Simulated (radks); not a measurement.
Isoelectronic series with 8 electrons, all held in the configuration [He] 2s2 2p4, which need not be the ground one along the series. Method: Dirac Kohn-Sham, PBE, spin-unpolarised, spherical densities, point nucleus; open shells fill j = l - 1/2 first; computed with a radial shooting solver on a logarithmic mesh with Libxc functionals. Total energies (hartree) and mean radii <r> (bohr):

| ion | E (hartree) | 2p3/2 | 2p1/2 | 2s1/2 | 1s1/2 |
|---|---|---|---|---|---|
| O | -75.00273 | 1.267 | 1.264 | 1.139 | 0.1995 |
| F+ | -99.03364 | 0.9839 | 0.9822 | 0.9615 | 0.1763 |
| Ne2+ | -126.60080 | 0.8122 | 0.8105 | 0.8291 | 0.1579 |
| Mg4+ | -192.33472 | 0.6066 | 0.6050 | 0.6488 | 0.1305 |
| Al5+ | -230.50622 | 0.5394 | 0.5377 | 0.5850 | 0.1200 |
| Si6+ | -272.22013 | 0.4858 | 0.4841 | 0.5325 | 0.1111 |
| P7+ | -317.48235 | 0.4420 | 0.4402 | 0.4887 | 0.1034 |
| S8+ | -366.29965 | 0.4056 | 0.4037 | 0.4514 | 0.09669 |
| Cl9+ | -418.67955 | 0.3748 | 0.3728 | 0.4194 | 0.09078 |
| Ar10+ | -474.63031 | 0.3483 | 0.3463 | 0.3916 | 0.08554 |
| K11+ | -534.16084 | 0.3254 | 0.3233 | 0.3672 | 0.08086 |
| Ca12+ | -597.28071 | 0.3053 | 0.3031 | 0.3456 | 0.07666 |
| Sc13+ | -664.00017 | 0.2876 | 0.2853 | 0.3264 | 0.07287 |
| Ti14+ | -734.33010 | 0.2718 | 0.2694 | 0.3092 | 0.06942 |
| V15+ | -808.28206 | 0.2576 | 0.2552 | 0.2936 | 0.06628 |
| Cr16+ | -885.86824 | 0.2449 | 0.2424 | 0.2795 | 0.06340 |
| Mn17+ | -967.10153 | 0.2333 | 0.2307 | 0.2667 | 0.06076 |
